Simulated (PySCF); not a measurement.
A PySCF script (with the pyscf-properties extension) for the NMR shieldings of `C(BC#C)C(=C)CCC`, C8H13B, on a GFN2-xTB geometry:

```python
import basis_set_exchange as bse
import numpy as np
from pyscf import gto, dft
from pyscf.prop import nmr

atoms = """
C     2.426709    1.104290   -2.601210
C     2.160093    0.904766   -1.442016
B     1.798490    0.652980   -0.004003
C     1.528309   -0.827196    0.503308
C     0.236895   -0.942213    1.266526
C     0.182516   -1.082512    2.581570
C    -1.001146   -0.835121    0.420380
C    -1.229756    0.608692   -0.031097
C    -2.351067    0.723297   -1.054672
H     2.665243    1.283261   -3.610245
H     1.804856    1.542111    0.761033
H     1.521560   -1.548886   -0.317004
H     2.350021   -1.100491    1.170671
H    -0.755336   -1.150343    3.107705
H     1.070226   -1.135707    3.189501
H    -0.895538   -1.468086   -0.465030
H    -1.870558   -1.181363    0.982604
H    -0.300956    0.990312   -0.471429
H    -1.455684    1.225616    0.841617
H    -3.291133    0.368705   -0.636589
H    -2.122490    0.129071   -1.937134
H    -2.481663    1.758201   -1.362886
"""
names = dict.fromkeys(["C", "B", "H"], "pcSseg-1")
basis = {el: gto.basis.parse(bse.get_basis(n, elements=[el], fmt="nwchem")) for el, n in names.items()}
mol = gto.M(atom=atoms, basis=basis, charge=0, verbose=0)
mf = dft.RKS(mol, xc="PBE0")
mf.grids.level = 2
mf.grids.alignment = dft.numint.BLKSIZE   # the property module wants whole blocks of grid points
mf.conv_tol = 1e-9
mf.kernel()

calc = nmr.RKS(mf)   # GIAO
C = mf.mo_coeff
Co = C[:, mf.mo_occ > 0]
resp = mf.gen_response(singlet=True, hermi=2)
def vind(x):   # induced exchange potential for any number of trial vectors
    d = np.einsum("pi,xij,qj->xpq", C, 2 * x.reshape(-1, C.shape[1], Co.shape[1]), Co, optimize=True)
    return np.einsum("xpq,pi,qj->xij", resp(d - d.transpose(0, 2, 1)), C, Co, optimize=True).ravel()
mo1, _ = nmr.rhf.solve_mo1(calc, with_cphf=vind)
sigma = calc.kernel(mo1)
for i, s in enumerate(sigma):   # ppm
    print("%2d %-2s %9.2f" % (i, mol.atom_pure_symbol(i), np.trace(s) / 3))
```

Question: What does it print?

Answer: 
```
 0 C      55.24
 1 C      87.49
 2 B      35.99
 3 C     141.36
 4 C      26.87
 5 C      71.73
 6 C     141.16
 7 C     154.35
 8 C     170.35
 9 H      27.16
10 H      25.37
11 H      29.17
12 H      29.46
13 H      26.64
14 H      26.66
15 H      30.15
16 H      29.55
17 H      31.36
18 H      30.44
19 H      30.68
20 H      30.88
21 H      30.46
```

These numbers come from an equivalent density-fitted implementation of the same equations, which agrees with the script to about 0.01 ppm for H and up to a few tenths of a ppm for heavy atoms, so last digits may differ.

Size and cost of the density-fitted run: 218 basis functions, 2.5 min wall time on 1 thread of an Intel Xeon, shared host; peak memory 1 GiB.
